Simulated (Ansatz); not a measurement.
System: C$_{3}$H$_{5}$Cl, charge 0, singlet. C3H5Cl (SMILES C/C=C/Cl).
B3LYP-D3(BJ)/def2-TZVP minimum from Ansatz (an electronic-structure program):
```xyz
9

C     -2.4001     0.0573    -0.0666
C     -0.9526     0.4339    -0.0613
C      0.0292    -0.4473     0.0387
Cl     1.7132    -0.0083     0.0448
H     -2.8847     0.3888    -0.9890
H     -2.9297     0.5371     0.7609
H     -2.5361    -1.0211     0.0213
H     -0.7075     1.4873    -0.1443
H     -0.1263    -1.5137     0.1251
```
Charge 0, spin multiplicity 1.

Total energies in cc-pV(D+d)Z, 24 correlated electrons, 8 frozen orbitals. Open shells are spin-unrestricted; no spin-orbit coupling. Correlated methods leave the cores frozen. No relativity.

| method | program | energy (Eh) | minus CCSDT(Q) (mEh) |
|---|---|---|---|
| HF | Ansatz | -576.00679 | 619.45 |
| MP2 | Ansatz | -576.55656 | 69.68 |
| CCSD | Ansatz | -576.60466 | 21.58 |
| CCSD(T) | Ansatz | -576.62393 | 2.31 |
| CCSDT(Q) | Ansatz | -576.62624 | 0.00 |

Rough core times of Ansatz's runs on a shared machine: CCSD(T) under 20 s, CCSDT(Q) 20 min.
